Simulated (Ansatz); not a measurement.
C$_{5}$H$_{15}$NSi, triplet, at the geometry of the source list (a higher spin typed on purpose: for a closed-shell molecule this is an excited state), atoms displaced at random by about 0.08 Å a coordinate; Ansatz (a first-principles code) with PBE/STO-3G, gradient.

Here is a job for Ansatz.
Ansatz 0.2 input:
```yaml
crystal:
  periodic: [false, false, false]
  atoms:
    - {symbol: C, position_ang: [1.71322507, -0.85937838, 0.89946514]}
    - {symbol: N, position_ang: [1.20692377, -0.04674576, 0.18655553]}
    - {symbol: C, position_ang: [2.05403041, 0.24036337, -1.02576162]}
    - {symbol: Si, position_ang: [-0.63221359, 0.18497010, -0.03869041]}
    - {symbol: C, position_ang: [-1.47455002, -1.23000341, -1.05173928]}
    - {symbol: C, position_ang: [-1.33467143, 0.05190890, 1.83290620]}
    - {symbol: C, position_ang: [-0.86835549, 1.70927518, -0.78218548]}
    - {symbol: H, position_ang: [0.98915732, -1.20106972, 1.95860202]}
    - {symbol: H, position_ang: [1.75580277, -2.05361839, 0.47272984]}
    - {symbol: H, position_ang: [2.76741571, -0.63201936, 1.37262285]}
    - {symbol: H, position_ang: [2.25160996, -0.53893087, -1.58264189]}
    - {symbol: H, position_ang: [1.60862607, 1.11991290, -1.62823652]}
    - {symbol: H, position_ang: [2.93755461, 0.66333832, -0.54841669]}
    - {symbol: H, position_ang: [-1.17258541, -2.18959109, -0.56031875]}
    - {symbol: H, position_ang: [-2.59999736, -1.16220889, -1.20778617]}
    - {symbol: H, position_ang: [-1.24795238, -1.14011770, -1.99817620]}
    - {symbol: H, position_ang: [-0.89390737, 0.83729942, 2.39170733]}
    - {symbol: H, position_ang: [-1.28983988, -0.87641954, 2.18682840]}
    - {symbol: H, position_ang: [-2.48623576, 0.46627459, 1.88439423]}
    - {symbol: H, position_ang: [-1.78445639, 2.05965475, -0.67586061]}
    - {symbol: H, position_ang: [-0.70310390, 1.83135097, -1.77223087]}
    - {symbol: H, position_ang: [-0.28820842, 2.89278033, -0.28260706]}
basis:
  gaussian:
    orbitals: STO-3G
hamiltonian:
  xc: pbe
magnetization: {spin_polarized: true, initial_magnetization: 2}
output: {forces: true}
```

What the program printed (banner, timings and long lists left out):

```
Functional definition: PBE
733 factors; integrals over basis functions are off by at most 3.7e-5 eV
mean field evaluation 1: about -14589.5665 eV, gradient 2.4e1 eV
mean field evaluation 2: about -14553.1834 eV, gradient 6.7e1 eV
mean field evaluation 4: about -14594.5437 eV, gradient 1.1e1 eV
mean field evaluation 8: about -14596.1685 eV, gradient 3.2e-1 eV
mean field evaluation 16: about -14595.9661 eV, gradient 8.8e-4 eV
mean field evaluation 32: about -14593.5346 eV, gradient 6.8e0 eV
mean field -14595.96610479 eV, -536.3918608500 hartree, gradient 4.7e-5 eV, S^2 2.005333; 4 other end points of the search recorded, 0 dependent functions left out
the calculation of the forces begins
reference -14595.96613770 eV, -536.3918620593 hartree; 34, 32 occupied and 20, 22 virtual orbitals, 733 factors
Total energy: -14595.96613770 eV, -536.3918620593 hartree
Atom 0 at     1.713225    -0.859378     0.899465 Å, force     7.769738   -14.168589    12.792940 eV/Å
Atom 1 at     1.206924    -0.046746     0.186556 Å, force    -2.549016     8.216948   -10.750923 eV/Å
Atom 2 at     2.054030     0.240363    -1.025762 Å, force    -2.124019     8.904795     3.156706 eV/Å
Atom 3 at    -0.632214     0.184970    -0.038690 Å, force    -4.993051    -3.535435     3.235097 eV/Å
Atom 4 at    -1.474550    -1.230003    -1.051739 Å, force    -2.518839     0.425505     6.198600 eV/Å
Atom 5 at    -1.334671     0.051909     1.832906 Å, force    -4.276469     6.622418    -5.469249 eV/Å
Atom 6 at    -0.868355     1.709275    -0.782185 Å, force     4.162922     5.852062     2.935978 eV/Å
Atom 7 at     0.989157    -1.201070     1.958602 Å, force     0.516796     0.747769    -1.315287 eV/Å
Atom 8 at     1.755803    -2.053618     0.472730 Å, force     0.220979     2.494679     0.583540 eV/Å
Atom 9 at     2.767416    -0.632019     1.372623 Å, force    -0.673384    -0.513108    -0.399854 eV/Å
Atom 10 at     2.251610    -0.538931    -1.582642 Å, force     1.262891    -5.924513    -3.873483 eV/Å
Atom 11 at     1.608626     1.119913    -1.628237 Å, force     0.303489    -1.367389     0.412089 eV/Å
Atom 12 at     2.937555     0.663338    -0.548417 Å, force     1.289559     0.131403    -0.243891 eV/Å
Atom 13 at    -1.172585    -2.189591    -0.560319 Å, force    -0.485331     0.326218    -0.852356 eV/Å
Atom 14 at    -2.599997    -1.162209    -1.207786 Å, force     0.578018    -0.207621     1.435401 eV/Å
Atom 15 at    -1.247952    -1.140118    -1.998176 Å, force     2.978558    -0.044458    -6.601934 eV/Å
Atom 16 at    -0.893907     0.837299     2.391707 Å, force     1.582042     0.604035     1.445046 eV/Å
Atom 17 at    -1.289840    -0.876420     2.186828 Å, force     0.409257    -4.948071     2.357557 eV/Å
Atom 18 at    -2.486236     0.466275     1.884394 Å, force     2.456693    -1.619194    -0.304380 eV/Å
Atom 19 at    -1.784456     2.059655    -0.675861 Å, force    -6.120011     2.101636     0.856430 eV/Å
Atom 20 at    -0.703104     1.831351    -1.772231 Å, force     1.169287    -0.123182    -4.458168 eV/Å
Atom 21 at    -0.288208     2.892780    -0.282607 Å, force    -0.960110    -3.975908    -1.139859 eV/Å
Dipole moment:     0.525272    -0.183752    -0.287037 e Å
```
